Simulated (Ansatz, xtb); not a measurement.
## A geometry optimisation of FGaHOSi with r2SCAN-D4/def2-SVP

The starting geometry of this gas-phase doublet was built from a drawn formula by distance geometry; its bonds are those of `O=[Si](F)[GaH]`.

```yaml
atoms:
  - { symbol: F, position_ang: [-1.4423, -1.4826, -2.5043] }
  - { symbol: Ga, position_ang: [1.6274, -0.1677, -2.8769] }
  - { symbol: O, position_ang: [-1.3617, 0.6540, -4.1621] }
  - { symbol: Si, position_ang: [-0.5358, -0.3162, -3.3273] }
  - { symbol: H, position_ang: [2.5372, 1.1563, -2.7908] }
```

Question: Predict what becomes of its bonds when it is optimised with r2SCAN-D4/def2-SVP.

Answer: It keeps its bonds, and is `O=[Si](F)[GaH]`.

The energy falls by 0.55 eV over 14 steps:

| step | E − E(last) (eV) |
| --- | --- |
| 1 | 0.550 |
| 2 | 0.193 |
| 4 | 0.108 |
| 5 | 0.043 |
| 7 | 0.002 |
| 8 | 0.002 |
| 10 | 0.001 |
| 11 | 0.000 |
| 13 | 0.000 |
| 14 | 0.000 |

Final geometry (Å):

| atom | x (Å) | y (Å) | z (Å) |
| --- | --- | --- | --- |
| F | -1.2310 | -1.3775 | -2.3349 |
| Ga | 1.7040 | -0.1081 | -3.2306 |
| O | -1.5356 | 0.5528 | -4.3428 |
| Si | -0.6900 | -0.1817 | -3.2905 |
| H | 2.5776 | 0.9584 | -2.4626 |

From the same start GFN2-xTB ends elsewhere, differing in F1–Ga2 (1.79 against 3.32 Å here), F1–Si4 (3.24 against 1.62 Å here).

The end wasn't checked by frequencies. Open shells are spin-unrestricted. Run with Ansatz 0.2.0, 2.3 min on 1 thread of Intel(R) Xeon(R) Platinum 8259CL CPU @ 2.50GHz (Skylake/Cascade Lake), with other jobs on the host.
